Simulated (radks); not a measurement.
Values are calculated unless marked as measured or tabulated.
Initial-state core-level shifts of the sulfur ion S2+ when its valence configuration changes from [Ne] 3s2 3p2. Code: a radial shooting solver on a logarithmic mesh with Libxc functionals. Model: non-relativistic Kohn-Sham, PBEsol, spin-polarised, spherical densities, point nucleus; open shells are filled with parallel spins first. Shifts are changes of the shell-averaged eigenvalues in eV (positive: less bound); the change of the density at the nucleus, which sets a Mossbauer isomer shift, is in e/bohr^3, on a base of 2669.

| valence | 1s | 2s | 2p | density at nucleus |
|---|---|---|---|---|
| 3s1 3p3 | -0.502 | -0.619 | -0.588 | -10.2281 |
| 3p4 | -2.413 | -2.456 | -2.411 | -20.8017 |
| 3s0.5 3p3.5 | -1.531 | -1.602 | -1.565 | -15.5109 |
| 3s1.5 3p2.5 | -0.326 | -0.375 | -0.360 | -5.0809 |
